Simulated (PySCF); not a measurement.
Stepwise substitution at one centre (In CH3-H). Isolated molecules, 0 K electronic values unless said otherwise. Strings in code marks are SMILES.

The T1 excitation (TDA) from two functionals at the same geometries (M06-2X/def2-TZVP), both in PySCF: PBE-D3(BJ)/def2-TZVP and M06-2X/def2-TZVP. Excitations are Tamm–Dancoff values on a coarser integration grid. The basis has no diffuse functions, so Rydberg states are missing or too high.

| species | PBE-D3(BJ)/def2-TZVP (eV) | M06-2X/def2-TZVP (eV) |
|---|---|---|
| 0 of 3 CH3 replaced by H | 4.11 | 4.40 |
| 1 of 3 CH3 replaced by H | 3.96 | 4.27 |
| 2 of 3 CH3 replaced by H (`[CH3][InH2]`) | 3.94 | 4.24 |

Over these rows, drawn at random from the members with no instability flagged (it was tested for open shells, ions and some series alone), PBE minus M06-2X: mean -0.30 eV, from -0.30 eV to -0.29 eV.
